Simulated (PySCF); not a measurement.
Species: sum formula H₄SiNO₂ (charge 0, doublet). It need not be the lowest isomer of its formula. SMILES: N[Si](O)O
Coordinates optimised at B3LYP-D3(BJ)/def2-TZVP (Ansatz):
```
Si
O 1 1.6581
H 2 0.9607 1 116.46
O 1 1.6581 2 115.94 3 91.33
H 4 0.9607 1 116.46 2 -91.33
N 1 1.7058 2 104.19 3 -154.84
H 6 1.0069 1 121.19 2 42.02
H 6 1.0069 7 112.93 1 -155.97
```
Charge 0, spin multiplicity 2.

Dispersion corrections to the total energy (kcal/mol) from the dftd3 and dftd4 libraries through PySCF: D3(BJ) without and D4 with the three-body term, each with the damping fitted for the functional named.

```tsv
functional	D3(BJ)	D4
B2PLYP	…	-2.25
PW6B95	-1.62	-3.01
TPSSh	-3.67	-3.98
HF	…	-12.27
TPSS	-4.01	-4.41
PBE	…	-3.26
B3LYP	-5.67	-5.29
```

Problem. What belongs in the gaps?

Solution. 
- B2PLYP, D3(BJ): -2.66
- HF, D3(BJ): -28.52
- PBE, D3(BJ): -3.17
